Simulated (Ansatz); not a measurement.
Geometry optimisation, UKS PBE/def2-SVP (Ansatz).

The input (input.yaml):

```yaml
crystal:
  periodic: [false, false, false]
  atoms:
    - { symbol: Zr, position_ang: [0.0, 0.0, 0.0] }
    - { symbol: Cl, position_ang: [0.0, 0.0, 2.77] }
    - { symbol: O, position_ang: [1.952, 0.0, -0.6893] }
    - { symbol: H, position_ang: [2.2684, -0.9521, -0.806] }
    - { symbol: O, position_ang: [-0.975, 1.6891, -0.6893] }
    - { symbol: H, position_ang: [-1.9328, 1.4584, -0.9117] }
    - { symbol: "N", position_ang: [-1.0409, -1.8034, -0.7359] }
    - { symbol: H, position_ang: [-1.5759, -2.4197, -0.0595] }
    - { symbol: H, position_ang: [-1.0055, -2.0526, -1.7656] }
    - { symbol: Cl, position_ang: [0.0, 0.0, 5.11] }
magnetization:
  spin_polarized: true
  initial_magnetization: 1
basis:
  gaussian: { orbitals: def2-SVP }
hamiltonian:
  xc: pbe
relax:
  f_tol: 0.15
  max_steps: 25
  restrain:
    - { distance: [1, 9], at: 3.24, k: 30.0 }
    - { distance: [0, 1], at: 2.52, k: 30.0 }
output:
  orbitals: {}
```

Launched with:

```bash
$ ansatz run input.yaml --threads 4 --pin off --max-ram 5120MiB --backend cpu --events-out ev --progress --plain --runs-dir out
```

Q: Where does it end, and by what steps?

A: It did not converge within its limit. The restraints hold the end off the free minimum; the threshold counts their pulls, which the force column leaves out. Restrained pairs: Cl2–Cl10 (2.34 → 3.21 Å), Zr1–Cl2 (2.77 → 2.51 Å). After 24 steps the energy has fallen by 2.457 eV (the restraints' own energy left out); Cl10 moved furthest, 2.52 Å.

| step | energy less start (eV) | largest force component (eV/Å) | accepted |
| --- | --- | --- | --- |
| 0 | 0.0000 | 3.226 | yes |
| 1 | -0.7777 | 2.028 | yes |
| 2 | -1.2467 | 1.051 | yes |
| 3 | -1.3536 | 1.275 | yes |
| 4 | -1.4103 | 0.897 | yes |
| 5 | -1.4587 | 0.677 | yes |
| 6 | -1.5306 | 0.795 | yes |
| 7 | -1.5581 | 0.676 | yes |
| 8 | -1.6071 | 0.856 | yes |
| 9 | -1.6128 | 1.586 | yes |
| 10 | -1.6758 | 0.757 | yes |
| 11 | -1.7286 | 0.588 | yes |
| 12 | -1.7555 | 0.820 | yes |
| 13 | -1.7804 | 0.837 | yes |
| 14 | -1.8230 | 0.584 | yes |
| 15 | -1.8445 | 0.566 | yes |
| 16 | -1.8726 | 0.587 | yes |
| 17 | -1.8996 | 0.568 | yes |
| 18 | -1.9312 | 0.563 | yes |
| 19 | -1.9618 | 0.601 | yes |
| 20 | -2.0224 | 0.572 | yes |
| 21 | -2.0796 | 0.560 | yes |
| 22 | -2.1463 | 0.586 | yes |
| 23 | -2.2464 | 0.917 | yes |
| 24 | -2.4570 | 1.078 | yes |

```xyz
10
Properties=species:S:1:pos:R:3
Zr -0.131 -0.350 0.483
Cl -0.225 -1.874 2.475
O 1.643 -0.253 -0.237
H 2.496 0.008 -0.618
O -1.318 1.122 0.151
H -1.696 2.012 0.221
N -0.982 -1.724 -0.822
H -1.979 -1.752 -1.082
H -0.513 -2.507 -1.297
Cl 0.396 1.237 2.949
```

Run time: 100 s on 4 threads of Arm Neoverse V1, on a shared host, peak memory 0.27 GiB.
